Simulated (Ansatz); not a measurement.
Computed with Ansatz on PBE0-D4/def2-TZVP structures; ΔE is electronic, products minus reactants. CCSD(T)/CBS adds triple-zeta CCSD(T) − MP2 to the extrapolated MP2 energy (def2 sets, frozen cores). Functionals use def2-TZVPP. def2 core potentials past Kr. For Mo outer-core shells are correlated without core-valence functions, which leaves a few kJ/mol of doubt a bond. One conformer a species, not always the lowest.

`OB(O)O[SiH3]` + `[NH2][Mo]([F])(=[S])=[S]` → `NB(O)O[SiH3]` + `[OH][Mo]([F])(=[S])=[S]`  (redistribution)

**Question.** Is it downhill or uphill in electronic energy at CCSD(T)/CBS, and by how much? (Best estimate.)

**Answer.** The calculation gave: Uphill: ΔE = +0.27 eV.

**Question.** What do these levels give: PBE0-D4, r2SCANh-D4, CAM-B3LYP-D4, PBE, CCSD/def2-TZVPP, CCSD/CBS(def2)? (Best estimate.)

**Answer.** The calculation gave: PBE0-D4 0.23, r2SCANh-D4 0.21, CAM-B3LYP-D4 0.21, PBE 0.17, CCSD/def2-TZVPP 0.29, CCSD/CBS(def2) 0.28 eV.

Largest T1 diagnostic among the species: 0.025, so the coupled-cluster value is less sure than usual.

From r2SCAN to r2SCAN0 (25 % exact exchange), in def2-TZVPP and without D4, ΔE moves by +0.05 eV. At CCSD(T), def2-SVP lies +0.13 eV from the extrapolated value and def2-TZVPP +0.01 eV.
